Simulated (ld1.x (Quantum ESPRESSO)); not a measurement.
## Reading a pseudo-wave (cobalt)

Columns: radius, all-electron u(r) and pseudo u(r) of the 4p shell (level -0.81 eV) of cobalt in the configuration [Ar] 3d8 4s1 4p0; BLYP, scalar-relativistic, RRKJ scheme, ld1.x (Quantum ESPRESSO) 7.5.

```json
{"r (bohr)": "0.128", "all-electron": "0.0804", "pseudo": "0.0006"}
{"r (bohr)": "0.255", "all-electron": "0.0181", "pseudo": "0.0025"}
{"r (bohr)": "0.382", "all-electron": "-0.0762", "pseudo": "0.0062"}
{"r (bohr)": "0.510", "all-electron": "-0.1294", "pseudo": "0.0125"}
{"r (bohr)": "0.638", "all-electron": "-0.1359", "pseudo": "0.0221"}
{"r (bohr)": "0.765", "all-electron": "-0.1108", "pseudo": "0.0357"}
{"r (bohr)": "0.893", "all-electron": "-0.0683", "pseudo": "0.0538"}
{"r (bohr)": "1.020", "all-electron": "-0.0188", "pseudo": "0.0760"}
{"r (bohr)": "1.148", "all-electron": "0.0327", "pseudo": "0.1022"}
{"r (bohr)": "1.275", "all-electron": "0.0822", "pseudo": "0.1311"}
{"r (bohr)": "1.402", "all-electron": "0.1285", "pseudo": "0.1618"}
{"r (bohr)": "1.530", "all-electron": "0.1714", "pseudo": "0.1934"}
{"r (bohr)": "1.658", "all-electron": "0.2102", "pseudo": "0.2244"}
{"r (bohr)": "1.785", "all-electron": "0.2447", "pseudo": "0.2537"}
{"r (bohr)": "1.912", "all-electron": "0.2754", "pseudo": "0.2808"}
{"r (bohr)": "2.040", "all-electron": "0.3028", "pseudo": "0.3058"}
{"r (bohr)": "2.168", "all-electron": "0.3268", "pseudo": "0.3282"}
{"r (bohr)": "2.295", "all-electron": "0.3477", "pseudo": "0.3481"}
{"r (bohr)": "2.422", "all-electron": "0.3657", "pseudo": "0.3658"}
{"r (bohr)": "2.550", "all-electron": "0.3814", "pseudo": "0.3814"}
{"r (bohr)": "2.678", "all-electron": "0.3947", "pseudo": "0.3947"}
{"r (bohr)": "2.805", "all-electron": "0.4057", "pseudo": "0.4057"}
{"r (bohr)": "2.932", "all-electron": "0.4149", "pseudo": "0.4149"}
{"r (bohr)": "3.060", "all-electron": "0.4224", "pseudo": "0.4224"}
{"r (bohr)": "3.188", "all-electron": "0.4283", "pseudo": "0.4283"}
{"r (bohr)": "3.315", "all-electron": "0.4327", "pseudo": "0.4327"}
```

**Question.** How many radial nodes do the two functions have?

**Answer.** The all-electron 4p function has n − l − 1 = 2; the pseudo-wave has 0, since the states of the same l below it are removed with the core.

**Question.** At about which radius was the pseudo-wave matched?

**Answer.** 2.55 bohr. The columns agree to 0.0005 from 2.29 bohr on; several derivatives are matched, so the curves merge somewhat inside the radius.

**Question.** Is the pseudo-wave norm-conserving?

**Answer.** Yes: the RRKJ scheme keeps the norm inside the radius equal to the all-electron one, which fixes the energy derivative of the logarithmic derivative at the level.
